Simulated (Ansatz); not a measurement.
`O[SiH2]C#C[SiH2]O` + `CNC` → `CN(C)[SiH2]O` + `C#C[SiH2]O`  (ligand exchange at the Si–C bond)

Gas-phase electronic energies from Ansatz, PBE0-D4/def2-TZVP geometries. CCSD(T)/CBS adds triple-zeta CCSD(T) − MP2 to the extrapolated MP2 energy (def2 sets, frozen cores). Functionals use def2-TZVPP. HSE06 is defined as in plane-wave codes. Each species was taken in one conformer, which may not be the lowest.

| level | ΔE (kJ/mol) |
| --- | --- |
| HSE06-D4 | -21.8 |
| CAM-B3LYP-D4 | -28.4 |
| BLYP | -16.1 |
| SCS-MP2/def2-TZVPP | -24.8 |

(1) What does CCSD(T)/CBS give? (Estimate.)

Largest T1 diagnostic among the species: 0.012.

Answers

(1) Ansatz gave: -26.3 kJ/mol. The listed levels differ from it by 4.5, -2.1, 10.2, 1.5 kJ/mol.

From BLYP to BHLYP (50 % exact exchange), in def2-TZVPP and without D4, ΔE moves by −5.3 kJ/mol. In def2-TZVPP, CCSD(T) changes the Hartree–Fock value by −8.3 kJ/mol (the triples alone add −0.4 kJ/mol) and MP2 by −9.4 kJ/mol.
